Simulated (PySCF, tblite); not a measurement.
Isomers of C2H9OSSi2 (doublet state), one GFN2-xTB conformer each. Single-point energies are computed at B3LYP/pcH-1 (PySCF, gas phase, no added dispersion term), electronic only. GFN2-xTB treats the open shell by occupation alone, and not every SCF solution was tested for stability.

```tsv
SMILES	GFN2-xTB relative energy (kJ/mol)
[CH2][Si@H]([SiH2]O)SC	77.1
CS[Si](C)[SiH2]O	0.0
CS[Si@@H](C)[SiH]O	10.6
[CH2]S[Si@H](C)[SiH2]O	59.2
```

Conformers: `[CH2:1][Si@H:2]([SiH2:3][OH:4])[S:5][CH3:6]` (doublet state) with H–C1–Si2–Si3 -70° and 92°, C1–Si2–Si3–O4 62°, Si2–Si3–O4–H 180°, C1–Si2–S5–C6 -65°; `[CH3:1][S:2][Si:3]([CH3:4])[SiH2:5][OH:6]` (doublet state) with C1–S2–Si3–C4 -179°, S2–Si3–Si5–O6 83°, Si3–Si5–O6–H 61°; `[CH3:1][S:2][Si@@H:3]([CH3:4])[SiH:5][OH:6]` (doublet state) with C1–S2–Si3–C4 52°, S2–Si3–Si5–O6 45°, Si3–Si5–O6–H -48°; `[CH2:1][S:2][Si@H:3]([CH3:4])[SiH2:5][OH:6]` (doublet state) with H–C1–S2–Si3 179° and 24°, C1–S2–Si3–C4 179°, S2–Si3–Si5–O6 180°, Si3–Si5–O6–H -179°.

Q: What does B3LYP/pcH-1 give for the same structures?

A: 
```tsv
SMILES	B3LYP/pcH-1 E (Eh)	B3LYP/pcH-1 (kJ/mol)	GFN2-xTB (kJ/mol)	point group
CS[Si](C)[SiH2]O	-1134.10725	0.0	0.0	C1
CS[Si@@H](C)[SiH]O	-1134.09801	24.3	10.6	C1
[CH2]S[Si@H](C)[SiH2]O	-1134.08653	54.4	59.2	C1
[CH2][Si@H]([SiH2]O)SC	-1134.07731	78.6	77.1	C1
```

Both levels put the same isomer lowest; measured from each level's own lowest isomer, the values differ by up to 13.7 kJ/mol (CS[Si@@H](C)[SiH]O: 10.6 against 24.3). 

Q: What happens when harmonic zero-point energies from GFN2-xTB frequencies are added?

A: 
| SMILES | ZPE (kJ/mol) | electronic (kJ/mol) | with ZPE (kJ/mol) |
| --- | --- | --- | --- |
| CS[Si](C)[SiH2]O | 276.2 | 0.0 | 0.0 |
| CS[Si@@H](C)[SiH]O | 276.3 | 24.3 | 24.3 |
| [CH2]S[Si@H](C)[SiH2]O | 261.8 | 54.4 | 39.9 |
| [CH2][Si@H]([SiH2]O)SC | 261.6 | 78.6 | 64.0 |

The zero-point energies span 14.7 kJ/mol. The order is unchanged.
